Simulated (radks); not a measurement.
The numbers below are computed, except where a source is named.
Sn3+, configuration [Kr] 4d10 5s0.5 5p0.5 (fractional occupations, a model configuration). Code: a radial shooting solver on a logarithmic mesh with Libxc functionals. Model: non-relativistic Kohn-Sham, PBE, spin-unpolarised, spherical densities, point nucleus; relativity is left out, which matters for an element this heavy. Some entries of the table are withheld. Estimate them.

orbital,occ.,eigenvalue (hartree),<1/r> (bohr^-1),<r> (bohr)
1s,2,-1029.026,49.47,(1)
2s,2,-152.7549,11.31,0.1314
2p,6,-142.9662,11.31,0.1121
3s,2,-30.26308,4.076,0.3526
3p,6,-26.22749,(2),0.3436
3d,10,-18.74444,3.857,0.3146
4s,2,-5.64895,1.619,0.8484
4p,6,-4.30658,1.511,0.8975
4d,10,-2.08211,1.239,1.071
5s,0.5,(3),0.5879,2.190
5p,0.5,-0.98665,0.5081,2.511

Answer. 
(1) 1s <r> (bohr): 0.03042
(2) 3p <1/r> (bohr^-1): 3.998
(3) 5s eigenvalue (hartree): -1.28306
